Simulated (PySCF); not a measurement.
# Basis and Hamiltonian dependence of the ionisation energy of Fe²⁺

Fe²⁺ [Ar] 3d6 (5D) → Fe³⁺ [Ar] 3d5 (6S). All values are computed (PySCF 2.14, energy differences of UHF-based or UKS calculations, no spin-orbit coupling). Values in eV.

```csv
basis,Hamiltonian,functions,UHF,PBE,PBE0,MP2 (valence),CCSD(T) (valence),CCSD(T) (valence and next inner shell)
jorge-DZP-DKH,spin-free X2C,43,28.371,31.505,n/a,29.447,n/a,n/a
x2c-TZVPall,spin-free X2C,48,28.267,n/a,n/a,29.568,n/a,n/a
pcseg-2,non-relativistic,56,28.422,31.668,n/a,29.849,n/a,n/a
aug-cc-pVDZ-DK,spin-free X2C,59,28.466,31.518,31.072,29.855,29.868,n/a
ANO-RCC-VTZP,spin-free X2C,59,28.581,31.529,31.105,30.150,30.141,30.321
x2c-TZVPPall,spin-free X2C,64,28.308,31.451,30.968,29.869,29.873,30.171
def2-TZVPPD,non-relativistic,67,28.527,31.653,31.176,30.076,30.081,30.377
cc-pVTZ-DK,spin-free X2C,68,28.312,n/a,n/a,29.891,n/a,n/a
"x2c-TZVPPall with one added diffuse shell each of s, p, d, f type",spin-free X2C,80,28.308,31.450,30.966,29.874,29.880,30.180
aug-cc-pVTZ,non-relativistic,93,28.534,31.681,31.196,30.134,30.135,n/a
dyall-av2z,non-relativistic,101,28.483,31.647,31.160,29.878,29.886,n/a
x2c-QZVPPall,spin-free X2C,103,28.324,31.492,31.001,29.962,n/a,n/a
aug-cc-pVQZ-DK,spin-free X2C,140,28.328,31.494,31.004,30.055,n/a,n/a
"aug-cc-pwCVTZ-DK with one added diffuse shell each of s, p, d, f, g type",spin-free X2C,152,28.322,n/a,n/a,n/a,n/a,n/a
```

Frozen in the all-electron rows: valence: [Ar]; valence and next inner shell: [Ne].

Non-relativistic rows lack the scalar-relativistic shift.

Between the lowest levels the reference is 30.651 ± 0.012 eV (measured; NIST Atomic Spectra Database, ionization energies); it includes spin-orbit coupling, which these numbers lack.
